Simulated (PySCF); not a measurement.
Species: C₇H₆FN.
SMILES with atom numbers: `[CH2:1]=[CH:2]/[C:3]([C:4]#[N:5])=[CH:6]\[CH:7]=[CH:8]/[F:9]` (hydrogens: H10, H11 on C1; H12 on C2; H13 on C6; H14 on C7; H15 on C8)

Computed with PySCF at wB97X-D/def2-SVPD, non-relativistic, on one gas-phase PBE0-D3(BJ)/def2-SVP geometry that isn't relaxed in the solvent. The solvent is an IEF-PCM continuum (van der Waals radii × 1.2). Specific hydrogen bonds and non-electrostatic terms are outside this model.

Gas phase at wB97X-D/def2-SVPD: HOMO -8.58 eV, LUMO -0.81 eV, dipole 5.24 D.

Task: What does the continuum do to the energy, the frontier levels and the dipole at wB97X-D/def2-SVPD in benzene and tetrahydrofuran?

Result: 
```tsv
solvent	ε	E(solvent) − E(gas) (kcal/mol)	polarisation term (kcal/mol)	distortion of the solute (kcal/mol)	HOMO (eV)	LUMO (eV)	dipole (D)
benzene	2.271	-3.57	-3.95	0.38	-8.47	-0.70	6.07
tetrahydrofuran	7.426	-6.56	-7.88	1.32	-8.40	-0.64	6.81
```

Polarisation term: ½ Σ q·V over the induced surface charges. Distortion: the rise of the solute's own energy as its density leaves the gas-phase optimum. From benzene to tetrahydrofuran the lowering changes by a factor 1.84, Onsager's factor (ε − 1)/(2ε + 1) by 1.77 and ε itself by 3.3.

Task: Which radius a makes the point-dipole formula ΔE = −[(ε − 1)/(2ε + 1)]·μ²/a³ give the value in tetrahydrofuran, with the gas-phase dipole?

Result: μ = 2.060 au and |ΔE| = 0.01046 Eh give a = 2.90 Å; the farthest nucleus lies 3.91 Å from the centroid of the nuclei, so such a sphere wouldn't even hold the nuclei. The formula assumes a rigid point dipole at the centre of a sphere.

Task: How does the static polarisability (wB97X-D/def2-SVPD, frozen core, with the continuum's full static response) change?

Result: 
| medium | isotropic (au) | principal values (au) | ⟨r²⟩ of the electrons (bohr²) |
| --- | --- | --- | --- |
| gas | 106.2 | 54.7, 89.5, 174.4 | 1596.7 |
| benzene | 124.7 | 61.6, 102.3, 210.1 | 1597.2 |
| tetrahydrofuran | 142.5 | 70.3, 114.3, 242.8 | 1597.7 |

The isotropic value in tetrahydrofuran is 1.34 times the gas-phase one; no cavity-field correction is applied. ⟨r²⟩ is taken about the centre of nuclear charge.

Hardware: one thread, AMD EPYC 7R43 (x86_64), no GPU (shared host). Cost: 37 s wall, 1.1 GiB resident at most. This is the whole response run at wB97X-D/def2-SVPD in tetrahydrofuran, SCF included.

Conformer computed: `[CH2:1]=[CH:2]/[C:3]([C:4]#[N:5])=[CH:6]\[CH:7]=[CH:8]/[F:9]`: C1–C2–C3–C4 0°, C3–C6–C7–C8 -179°.

The pairwise dispersion term of wB97X-D wasn't added to the energies; at a given geometry it leaves orbitals and properties as they are.
